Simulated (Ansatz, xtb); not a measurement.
## Two conformers of CH8Si2Sn

Structure I: `C[SiH2][Sn][SiH3]`, a singlet. Structure II: `C[SiH2][Sn][SiH3]`, a singlet. Both are isolated molecules in the gas phase, relaxed with r2SCAN-D4/def2-SVP.

I (Å):

```xyz
12

C     0.7162    1.3086    0.8932
Si   -0.4422   -0.1872    0.8359
Si    2.1219   -1.1836   -1.5849
Sn    0.5058   -2.5336    0.0334
H     0.1579    2.2127    1.1855
H     1.5229    1.1565    1.6275
H     1.1811    1.4944   -0.0872
H    -1.1498   -0.3027    2.1550
H    -1.5228    0.0616   -0.1870
H     1.4533   -0.0476   -2.3033
H     2.8085   -2.0222   -2.6194
H     3.1992   -0.5793   -0.7262
```

II (Å):

```xyz
12

C    -2.6771    2.3148   -0.5717
Si   -1.8166    0.7570    0.0681
Si   -0.4691   -1.5711    2.4285
Sn   -0.2798    1.0620    2.2100
H    -3.2051    2.1136   -1.5179
H    -3.4167    2.6844    0.1562
H    -1.9492    3.1219   -0.7505
H    -2.8288   -0.3417    0.2288
H    -0.8382    0.2714   -0.9708
H    -0.5966   -2.3172    1.1338
H     0.6167   -2.2233    3.2294
H    -1.7548   -1.7778    3.1826
```

Estimate which is lower in electronic energy at CCSD(T)/def2-SVP + ΔMP2/def2-TZVPP, and by roughly how much.

Too close to call at this level: CCSD(T)/def2-SVP + ΔMP2/def2-TZVPP gives E(II) − E(I) = +0.002 eV.

How the difference moves with the method:

| level | geometry | E(II) − E(I) (eV) | departure from the last row (eV) | job, with rough time for the two |
| --- | --- | --- | --- | --- |
| r2SCAN-D4/def2-SVP | r2SCAN-D4/def2-SVP | +0.005 | +0.004 | optimisation, 83 s |
| HF/def2-SVP | r2SCAN-D4/def2-SVP | −0.007 | −0.009 | part of the CCSD(T) run |
| MP2/def2-SVP | r2SCAN-D4/def2-SVP | +0.006 | +0.005 | part of the CCSD(T) run |
| CCSD(T)/def2-SVP | r2SCAN-D4/def2-SVP | +0.008 | +0.006 | single point |
| CCSD(T)/def2-SVP + ΔMP2/def2-TZVPP | r2SCAN-D4/def2-SVP | +0.002 |  | single point, 27 s |

The largest departure from CCSD(T)/def2-SVP + ΔMP2/def2-TZVPP is that of HF/def2-SVP, 0.009 eV. Levels run at GFN2-xTB geometries aren't shown. The last row adds to CCSD(T) the change of the MP2 difference between the two basis sets, here −0.006 eV.

With harmonic frequencies from r2SCAN-D4/def2-SVP (ideal gas, rigid rotor, one conformer each, 400 K, 1 atm): on the last row, ΔE + ΔZPE = −0.002 eV. A mode under 50 cm⁻¹ makes harmonic enthalpies and free energies unreliable, so none is given.

The correlated steps freeze 15 core orbitals; the filled d shell of Sn is correlated, in a basis made for valence electrons. Atoms past krypton carry core potentials in the def2 sets and no spin–orbit term is included. Run with Ansatz 0.2.0; the last row on 2 threads of Intel(R) Xeon(R) 6975P-C (Granite Rapids) on a shared host.
